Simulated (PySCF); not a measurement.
Energies from PySCF (xtb for GFN2), thermal terms from the rigid-rotor harmonic-oscillator model, ideal gas at 1 bar. The comparison is the NASA 1993 polynomial table, which mixes measured and estimated data. All species are closed-shell singlets. The harmonic model lacks anharmonicity and excited electronic states, which grow with temperature; levels with a mode under 35 cm⁻¹ are left out. The table's entry may be an old estimate for KH (not checked at source).

Harmonic frequencies at GFN2-xTB (cm⁻¹): 1214. Point group C∞v; S°(298 K) = 193.8 J/mol/K at this level.

Problem. Work out Cp and S° of gaseous KH at 500, 800, 1200, 1600, 2000 K from these, and set them beside the table.

Solution. 
```csv
T (K),Cp GFN2-xTB,Cp table,S° GFN2-xTB,S° table
500,32.4,34.0,209.8,214.8
800,34.8,36.3,225.6,231.4
1200,36.1,37.6,240.0,246.4
1600,36.6,38.4,250.5,257.3
2000,36.9,39.0,258.7,266.0
```
Units J/mol/K.
